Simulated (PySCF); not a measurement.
Compound: C₆H₁₂O.
Numbering: `[OH:1][CH2:2][CH:3]1[CH2:4][CH2:5][CH2:6][CH2:7]1` (hydrogens: H8 on O1; H9, H10 on C2; H11 on C3; H12, H13 on C4; H14, H15 on C5; H16, H17 on C6; H18, H19 on C7)

The same species was optimised twice, with GFN2-xTB and with PBE0-D3(BJ)/def2-SVP (PySCF), and the same property calculations (PySCF, gas phase) were run on both structures.

```
     coordinate  GFN2-xTB  PBE0-D3(BJ)/def2-SVP  change
      C2–C3 (Å)     1.529                 1.519  -0.010
      O1–C2 (Å)     1.408                 1.402  -0.006
      C6–C7 (Å)     1.538                 1.543  +0.005
      C3–C7 (Å)     1.542                 1.546  +0.004
      C5–C6 (Å)     1.528                 1.530  +0.002
      C3–C4 (Å)     1.533                 1.532  -0.001
      C4–C5 (Å)     1.524                 1.524   0.000
   C2–C3–C4 (°)     113.0                 114.3    +1.3
   C2–C3–C7 (°)     112.6                 113.7    +1.1
   O1–C2–C3 (°)     113.1                 113.3    +0.2
   C3–C7–C6 (°)     106.4                 106.1    -0.3
   C4–C5–C6 (°)     102.9                 103.0    +0.1
   C5–C6–C7 (°)     105.1                 105.1     0.0
   C4–C3–C7 (°)     104.9                 104.9     0.0
   C3–C4–C5 (°)     103.4                 103.4     0.0
O1–C2–C3–C4 (°)       -60                   -56      +4
```

Rotational constants: A = 5541, B = 1709, C = 1420 MHz (GFN2-xTB) against A = 5509, B = 1710, C = 1415 MHz (PBE0-D3(BJ)/def2-SVP). Point groups within 0.08 Å: C1 and C1.

On the GFN2-xTB structure: HOMO (eV) -7.57 [PBE0/pcSseg-1]; LUMO (eV) 1.19 [PBE0/pcSseg-1]; dipole (D) 1.70 [PBE0/pcSseg-1]; GIAO shielding of O1 (ppm) 287.5 [PBE0/pcSseg-1]; GIAO shielding of C2 (ppm) 112.8 [PBE0/pcSseg-1]; GIAO shielding of C3 (ppm) 137.7 [PBE0/pcSseg-1]; GIAO shielding of C4/C7 (mean) (ppm) 154.1 [PBE0/pcSseg-1]; GIAO shielding of C5/C6 (mean) (ppm) 157.1 [PBE0/pcSseg-1].

Question: What do these properties become on the PBE0-D3(BJ)/def2-SVP structure?

Answer: 
```
                                    property          level  on GFN2-xTB  on PBE0-D3(BJ)/def2-SVP  change
                                   HOMO (eV)  PBE0/pcSseg-1        -7.57                    -7.64   -0.07
                                   LUMO (eV)  PBE0/pcSseg-1         1.19                     1.15   -0.04
                                  dipole (D)  PBE0/pcSseg-1         1.70                     1.67   -0.03
energy, GFN2-xTB geometry as zero (kcal/mol)  PBE0/pcSseg-1          0.0                     -0.4    -0.4
                  GIAO shielding of O1 (ppm)  PBE0/pcSseg-1        287.5                    288.9    +1.4
                  GIAO shielding of C2 (ppm)  PBE0/pcSseg-1        112.8                    113.4    +0.6
                  GIAO shielding of C3 (ppm)  PBE0/pcSseg-1        137.7                    137.3    -0.4
        GIAO shielding of C4/C7 (mean) (ppm)  PBE0/pcSseg-1        154.1                    152.9    -1.2
        GIAO shielding of C5/C6 (mean) (ppm)  PBE0/pcSseg-1        157.1                    155.7    -1.4
```

The heavy atoms differ by 0.019 Å rms after alignment. Among bonds between heavy atoms C2–C3 changes most (-0.010 Å). Changes are differences of the printed values. Neither structure is proved a minimum here.
